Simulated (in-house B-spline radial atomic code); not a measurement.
Configurations of V VIII (V7+), with energies counted from [Ne] 3s2 3p4. All numbers are computed (scalar-relativistic (X2C) Hartree-Fock with fractional occupations, spin-polarised, spherical fractional occupations; Fermi nucleus of rms radius 3.6002 fm) with a B-spline radial code for spherical atoms, not measured. Shells without spins written out take the highest spin.

Caution: exact exchange at fractional occupations of open shells leaves self-interaction of up to several eV.

Occupations are held fixed; configurations that lie above the ionisation limit could autoionise.

```csv
configuration,E - E(ref) (eV),highest orbital,its <r> (bohr)
"[Ne] 3s2 3p(1 up, 2 down) 3d(0 up, 1 down)",62.444,3d down,0.9377
[Ne] 3s2 3p3 4d1,102.43,4d up,2.225
[Ne] 3s1 3p4 4d1,138.99,4d up,2.221
[He] 2s2 2p5 3s2 3p5,526.77,3p down,0.882
"[He] 2s2 2p(2 up, 3 down) 3s2 3p(3 up, 2 down)",528.44,3p down,0.8754
[He] 2s2 2p5 3s2 3p4 4s1,615.38,4s up,1.839
[He] 2s2 2p5 3s2 3p4 4f1,654.46,4f up,2.203
```

**Question.** Order these further configurations by energy, lowest first.
A. [Ne] 3s2 3p3 4s1
B. [He] 2s2 2p5 3s2 3p4 4d1
C. [Ne] 3s1 3p4 4f1
D. [Ne] 3s2 3p(1 up, 2 down) 4s(1 up, 0 down)
E. [Ne] 3s2 3p3 3d1

**Answer.** E (37.546 eV), A (74.162 eV), D (97.453 eV), C (148.31 eV), B (643.72 eV).

**Question.** How far above the reference does [Ne] 3s(1 up, 0 down) 3p(3 up, 1 down) 4p(0 up, 1 down) lie?

**Answer.** 125.6 eV; its least bound orbital is 4p down with <r> = 2.046 bohr.

**Question.** How far above the reference does [He] 2s2 2p5 3s2 3p4 4p1 lie?

**Answer.** 628.65 eV; its least bound orbital is 4p up with <r> = 1.978 bohr.
